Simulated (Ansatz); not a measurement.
Ansatz (a first-principles code) input (MP2/3-21G): The .json file is the Basis Set Exchange's 3-21G.

Ansatz 0.2 input:
```yaml
crystal:
  periodic: [false, false, false]
  atoms:
    - {symbol: Ge, position_ang: [-1.71826900, 0.06931500, -0.06733700]}
    - {symbol: C, position_ang: [0.22282400, 0.20738900, -0.02244700]}
    - {symbol: C, position_ang: [0.96497200, 1.35826100, -0.16351400]}
    - {symbol: C, position_ang: [2.33990500, 1.07086100, -0.07621100]}
    - {symbol: C, position_ang: [2.70393300, -0.20871200, 0.12032100]}
    - {symbol: S, position_ang: [1.25297300, -1.16291500, 0.20939100]}
    - {symbol: H, position_ang: [-2.24687900, -0.49479500, 1.26156800]}
    - {symbol: H, position_ang: [-2.25797300, 1.48988300, -0.29004900]}
    - {symbol: H, position_ang: [-2.16422800, -0.85162800, -1.21477800]}
    - {symbol: H, position_ang: [0.53993200, 2.33843600, -0.31894000]}
    - {symbol: H, position_ang: [3.67638400, -0.66014700, 0.21782800]}
basis:
  gaussian:
    orbitals: 3-21G.json
magnetization: {spin_polarized: true, initial_magnetization: 1}
correlation: {method: mp2, electrons: outside_noble_gas}
```

Output:

```
Functional definition: HF
integrals: 0.06 GiB planned
956 factors; integrals over basis functions are off by at most 9.2e-4 eV
mean field: 0.60 GiB planned
mean field evaluation 1: about -71136.6284 eV, gradient 1.6e1 eV
mean field evaluation 2: about -71137.0471 eV, gradient 1.6e1 eV
mean field evaluation 4: about -71139.4537 eV, gradient 3.6e0 eV
mean field evaluation 8: about -71139.6387 eV, gradient 6.3e-1 eV
mean field evaluation 16: about -71139.7926 eV, gradient 1.2e-1 eV
mean field evaluation 32: about -71137.1787 eV, gradient 1.4e-6 eV
mean field -71139.79336429 eV, -2614.3391858539 hartree, gradient 5.6e-6 eV, S^2 1.184488; 3 other end points of the search recorded, 0 dependent functions left out
23 core orbitals not correlated
reference -71139.79336429 eV, -2614.3391858539 hartree; 16, 15 occupied and 43, 44 virtual orbitals, 956 factors
second order -11.32286364 eV of doubles, -0.00000000 eV of singles
Total energy: -71151.11622794 eV, -2614.7552934179 hartree
```

The geometry given is a B3LYP-D3(BJ)/def2-TZVP minimum.

The determinant is spin-contaminated: <S^2> is 1.18 against 0.75 for a pure state.
